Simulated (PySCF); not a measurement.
# Polarisability and C₆ of N (nitrogen, neutral)

[He] 2s2 2p3, high-spin 4S determinant. Calculation: PySCF 2.14, in aug-cc-pVQZ with one added diffuse shell each of s, p, d, f, g type (7s6p5d4f3g, 105 functions); no relativity, point nucleus. Coupled (time-dependent) response in atomic units; α is the mean over directions.

```tsv
method	mean α (bohr³)	C₆ (like pair)	S(−4)
UHF	7.177	23.29	28.48
PBE	8.344	28.56	39.97
PBE0	7.799	26.28	32.83
BLYP	8.331	28.45	39.99
PW91	8.290	28.28	39.52
```

S(−4) is the Cauchy moment in α(ω) = α(0) + S(−4) ω² + …

Reference α: 7.4 ± 0.2 bohr³ (recommended; Schwerdtfeger and Nagle, table of static dipole polarizabilities (2023 update)). Published C₆: 24.20 (Chu and Dalgarno (2004); Tang, Norbeck and Certain (1976)).

α(iu) at BLYP:

| u (hartree) | α(iu) (bohr³) |
| --- | --- |
| 0 | 8.331 |
| 0.0500 | 8.233 |
| 0.100 | 7.959 |
| 0.200 | 7.082 |
| 0.300 | 6.083 |
| 0.500 | 4.394 |
| 0.750 | 3.016 |
| 1.00 | 2.175 |
| 1.50 | 1.274 |
| 2.00 | 0.8322 |
| 3.00 | 0.4337 |
| 5.00 | 0.1793 |
